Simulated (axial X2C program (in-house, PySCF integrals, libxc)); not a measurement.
**ZrSe⁺: properties at the nuclei**

Computed with an in-house all-electron X2C program for linear molecules (integrals from PySCF): two-component X2C with atomic mean-field Coulomb and Gaunt terms, Gaussian nuclei, basis Zr dyall-cv3z, Se dyall-cv3z with contracted cores.

R = 2.276 Å (near the PBE0 minimum at charge 1 of the determinant lowest at the starting distance; the state shown can have its own minimum elsewhere).

Determinant lowest in the PBE0 search, Ω = 3/2 (⟨Sz⟩ = -0.50, ⟨Lz⟩ = 2.00 at PBE0), spin on the atoms Zr -0.62, Se 0.12:

| level | Eeff magnitude (GV/cm) | Ws magnitude Zr (kHz) | Ws magnitude Se (kHz) | A∥/gI Zr (MHz) | qzz Zr (a.u.) | A∥/gI Se (MHz) | qzz Se (a.u.) |
| --- | --- | --- | --- | --- | --- | --- | --- |
| PBE0 | 0.188 | 0.0755 | 0.0284 | 539 | -0.32 | -32.1 | -1.89 |
| HF | 0.286 | 0.0116 | 0.144 | 546 | 0.04 | -148 | -3.10 |
| LDA | 0.105 | 0.0429 | 0.0157 | 472 | -0.75 | -10.8 | -1.84 |
| TPSSh | 0.204 | 0.074 | 0.0197 | 566 | -0.42 | -20.2 | -1.84 |
| BHandHLYP | 0.261 | 0.0884 | 0.0227 | 536 | -0.10 | -34.2 | -1.90 |

Eeff is the effective electric field on the electron electric dipole moment in this Ω state and Ws the scalar–pseudoscalar constant of the nucleus named (defined with the proton number Z and per Ω); A∥ (defined per Ω) follows by multiplying with gI = μI/(I μN); qzz is the electric field gradient, eQq0 = 234.96 MHz × Q/barn × qzz. The operators were transformed with the bare-nucleus X2C matrices; with these basis sets, hyperfine constants and field gradients can be off by tens of per cent, and where levels differ in sign neither size nor sign is settled.

Task: With gI(91Zr) = -0.5214 (g factors from the IAEA table of nuclear moments by Stone), turn the PBE0 values of the first state into constants in MHz.

Result: A∥(91Zr) = 539 × -0.5214 = -281 MHz.

Each state is one determinant with collinear spin. Unrestricted Hartree–Fock can overshoot spin polarisation at the nuclei. In the state Ω = 3/2 the sign of Eeff differs between levels (HF against PBE0). Where Eeff spreads by more than a factor of two the levels disagree and none is to be relied on. At LDA a later determinant lies lower. States lie within half an eV, so the first need not be the ground state. Further determinants of the search, some of them spin-mixed, are not shown. Where a field gradient or hyperfine factor spreads by more than a factor of two over the levels, a constant derived from it is not to be relied on.
